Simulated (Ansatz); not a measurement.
Relaxation of H₂OSZn (5 atoms, charge 0, multiplicity 1), to a largest force component of 0.015 eV/Å in at most 40 steps.

The calculation used RKS PBE/def2-TZVP (Ansatz).

```xyz
5
Properties=species:S:1:pos:R:3
O -1.257 -0.877 0.039
Zn -0.698 0.300 -0.365
S 0.940 1.492 -0.404
H -0.548 -1.393 0.456
H 1.613 0.404 0.232
```

Where does it end, and by what steps?

The forces met the threshold. After 17 steps the energy has fallen by 5.447 eV; H4 moved furthest, 1.08 Å. The start is strongly strained (largest force component 27 eV/Å), so its close contacts needn't be bonds. Parted: Zn2–H4.

```csv
step,energy less start (eV),largest force component (eV/Å),accepted
0,0.0000,27.144,yes
1,-3.9904,8.631,yes
2,-5.0161,2.867,yes
3,-5.3101,0.557,yes
4,-5.3899,0.135,yes
5,-5.4120,0.167,yes
6,-5.3442,1.741,no
7,-5.4243,0.075,yes
8,-5.4181,0.839,no
9,-5.4290,0.073,yes
10,-5.4334,0.118,yes
11,-5.4400,0.133,yes
12,-5.4460,0.072,yes
13,-5.4467,0.021,yes
14,-5.4468,0.021,yes
15,-5.4468,0.047,yes
16,-5.4468,0.088,no
17,-5.4469,0.005,yes
```

```xyz
5
Properties=species:S:1:pos:R:3
O -1.330 -1.344 -0.193
Zn -0.243 0.076 -0.125
S 1.032 1.812 -0.204
H -1.569 -1.677 0.688
H 2.159 1.059 -0.207
```

Whether the end is a true minimum wasn't checked by a vibrational analysis.

Run time: 32 s on 2 threads of Arm Neoverse V1, with other jobs on the host, peak memory 0.17 GiB.
